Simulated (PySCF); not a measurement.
C₃H₃N₂, SMILES C1=CN=C[N]1 (connectivity only; charge and spin as stated), charge -1, multiplicity 1.

Geometry optimised at B3LYP-D3(BJ)/def2-SVPD. The spin state was assumed, not searched. The isomer is the one that the SMILES or the coordinates give; other isomers of the formula were not compared.

Two levels are set side by side: PBE/def2-SVPD (PySCF) and PBE0/def2-SVPD (PySCF). Same geometry, gas phase. Differences are taken from unrounded values.

| quantity | PBE0 |
|---|---|
| orbital gap (eV) | 5.97 |
| highest occupied level (eV) | -0.62 |
| lowest empty level (eV) | 5.34 |
| mean polarisability (bohr³) | 55.2 |

Task: What does PBE give, and how far is it from PBE0? (The exact figures need the calculation; the answer reports its results.)

Result: 
| quantity | PBE | PBE minus PBE0 |
|---|---|---|
| orbital gap (eV) | 4.39 | -1.58 |
| highest occupied level (eV) | 0.37 | 0.99 |
| lowest empty level (eV) | 4.75 | -0.59 |
| mean polarisability (bohr³) | 57.6 | 2.4 |

PBE's occupied levels lie high since its potential decays too fast outside the molecule; exact exchange lowers them and widens the gap. Loosely held outer electrons make PBE densities more polarisable. Differences between two approximate levels are no errors against the true value.

Rough cost on one machine, each run with all the roots and properties that it gave: PBE0 against PBE within a factor of 2.
